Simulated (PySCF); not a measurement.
**TeC at PBE0**

Computed with PBE0; Te cc-pVTZ-PP with ECP28, C cc-pVTZ; scalar-relativistic core potentials (PySCF 2.14).

```
state                                           : ¹Σ⁺ (singlet), closed shell
bond length                                     : 1.888 Å
harmonic wavenumber                             : 906 cm⁻¹
force constant                                  : 5.31 mdyn/Å
rotational constant Be                          : 0.4305 cm⁻¹
anharmonicity ωexe                              : 3.28 cm⁻¹
vibration–rotation constant αe                  : 0.00232 cm⁻¹
well depth De to Te + C                         : 4.67 eV
dissociation energy D0                          : 4.61 eV
HOMO–LUMO gap                                   : 5.18 eV
bond order (Mayer)                              : 2.70
dipole moment (positive dipole means Te(−)C(+)) : -2.52 D
```

These are scalar-relativistic numbers at best; spin–orbit coupling would shift them, the dissociation energy most.
